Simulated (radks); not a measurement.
The numbers below are computed, except where a source is named.
Coulomb parameter of the 4d shell of neutral silver in the model configuration [Kr] 4d8.5 5s1 5p1.5, as a second difference U = [E(n + 0.25) + E(n - 0.25) - 2 E(n)] / (0.25)^2 with all orbitals relaxed. "Bare": the charge of the atom changes with n. "Screened": the 5p shell takes up the change at fixed total charge, which measures U(4d,4d) + U(5p,5p) - 2 U(4d,5p). Level of theory: scalar-relativistic Kohn-Sham, PBE, spin-unpolarised, spherical densities, finite nucleus; Fermi nuclear charge, rms radius 4.5454 fm (a radial shooting solver on a logarithmic mesh with Libxc functionals).

case                     configuration  E - E(n) (eV)
start             [Kr] 4d8.5 5s1 5p1.5          0.000
bare +0.25       [Kr] 4d8.75 5s1 5p1.5         -3.412
bare -0.25       [Kr] 4d8.25 5s1 5p1.5          4.085
screened +0.25  [Kr] 4d8.75 5s1 5p1.25         -2.960
screened -0.25  [Kr] 4d8.25 5s1 5p1.75          3.194

U(bare) = 10.763 eV, U(screened by 5p) = 3.742 eV, against the Slater integral F0(4d,4d) = 18.888 eV with frozen orbitals. The step up makes a negative ion, whose loosely bound charge lowers the bare value.
